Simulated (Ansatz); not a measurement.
`B[SiH2]OC[SiH3]` and `FBOC[SiH3]` differ in one atom or group.

Ansatz, PBE0-D4/def2-TZVP geometries, multiplicity 1. Each molecule was computed in one conformer, which needn't be the lowest.

```
                                      property  `B[SiH2]OC[SiH3]`
          HOMO–LUMO gap (PBE0/def2-TZVPP) / eV               5.29
         HOMO–LUMO gap (B3LYP/def2-TZVPP) / eV               4.89
             HOMO energy (PBE/def2-TZVPP) / eV              -6.44
           HOMO energy (B3LYP/def2-TZVPP) / eV              -7.60
size of the dipole moment (PBE/def2-TZVPP) / D               1.13
           LUMO energy (B3LYP/def2-TZVPP) / eV              -2.71
```

Question: Give the same properties after the change, and the shifts. (Best estimate.)

Answer: Computed: 
```tsv
property	`FBOC[SiH3]`	shift
HOMO–LUMO gap (PBE0/def2-TZVPP) / eV	8.80	3.51
HOMO–LUMO gap (B3LYP/def2-TZVPP) / eV	8.33	3.44
HOMO energy (PBE/def2-TZVPP) / eV	-7.18	-0.74
HOMO energy (B3LYP/def2-TZVPP) / eV	-8.32	-0.72
size of the dipole moment (PBE/def2-TZVPP) / D	1.31	0.18
LUMO energy (B3LYP/def2-TZVPP) / eV	0.02	2.73
```

With PBE0 the HOMO falls by 0.73 eV and the LUMO rises by 2.78 eV, so the gap widens by about 3.51 eV. PBE moves the HOMO by -0.74 eV and ωB97M-V by -0.78 eV. Dipoles are sizes alone; their direction can turn.

B3LYP here is the variant with VWN-RPA as its local correlation; programs differ in this.
